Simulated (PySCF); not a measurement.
Species: C7H7PS.
SMILES with atom numbers: `[CH:1]#[C:2][c:3]1[p:4][c:5]([CH2:6][CH3:7])[cH:8][s:9]1` (hydrogens: H10 on C1; H11, H12 on C6; H13, H14, H15 on C7; H16 on C8)

Cartesian coordinates in Å at the GFN2-xTB level; atoms count from 1:
```
atom  x, y, z in Å
C1     4.434   -0.295    1.148
C2     3.314   -0.311    0.706
C3     2.018   -0.338    0.190
P4     0.867    0.929    0.400
C5    -0.389    0.074   -0.530
C6    -1.755    0.672   -0.697
C7    -2.536    0.597    0.613
C8    -0.055   -1.141   -1.028
S9     1.526   -1.734   -0.725
H10    5.406   -0.267    1.539
H11   -2.296    0.141   -1.484
H12   -1.657    1.719   -0.995
H13   -3.513    1.062    0.503
H14   -2.676   -0.439    0.915
H15   -1.991    1.113    1.402
H16   -0.705   -1.773   -1.608
```

Computed with TDDFT CAM-B3LYP/def2-SVPD, vertical, gas phase, core orbitals frozen in the response in PySCF.

Question: List the vertical singlet excitations with oscillator strengths and describe the spectrum.

Answer: 

```
state  E (eV)  λ (nm)  ν̃ (cm⁻¹)       f  main configurations (H = HOMO, L = LUMO)
   S1    4.20   295.1      33880   0.211                                 H→L (90%)
   S2    4.62   268.2      37280   0.090                               H-1→L (87%)
   S3    4.76   260.4      38400  0.0024                               H-2→L (95%)
   S4    5.13   241.7      41370  0.0043                               H-3→L (91%)
   S5    5.36   231.5      43190  0.0007     H→L+1 (51%), H→L+3 (16%), H→L+2 (10%)
   S6    5.71   217.1      46060  0.0003   H→L+4 (28%), H-1→L+1 (25%), H→L+1 (13%)
   S7    5.91   209.9      47650  0.0007    H-1→L+1 (53%), H→L+4 (15%), H→L+1 (9%)
   S8    6.06   204.4      48910   0.098                H→L+2 (57%), H-1→L+2 (14%)
```

Triplets (Tamm–Dancoff): T1 2.48 eV, H→L (94%); T2 3.54 eV, H-1→L (93%); T3 4.18 eV, H-2→L (82%), H-3→L (11%).

The lowest singlet comes at 295 nm (405 kJ/mol) in the ultraviolet; it is strong; its leading configuration is HOMO→LUMO (90%). The lowest level is also the most intense of those listed (f = 0.211). Löwdin shares by element: HOMO carbon 52% or more, phosphorus 21% (atoms not listed hold the other 27%); LUMO carbon 30% or more, phosphorus 28%, sulfur 16% (atoms not listed hold the other 26%). Orbital energies (eV): HOMO-3 -9.58, HOMO-2 -9.28, HOMO-1 -8.37, HOMO -7.75, LUMO -0.99, LUMO+1 0.88, LUMO+2 1.07. Weighted by f, the mean energy of these states is 4.76 eV. The listed states span 1.86 eV, and the widest gap between neighbours is 0.42 eV (S1 to S2). Singlets were solved by full linear response, triplets in the Tamm–Dancoff approximation.

One conformer stands for the species.
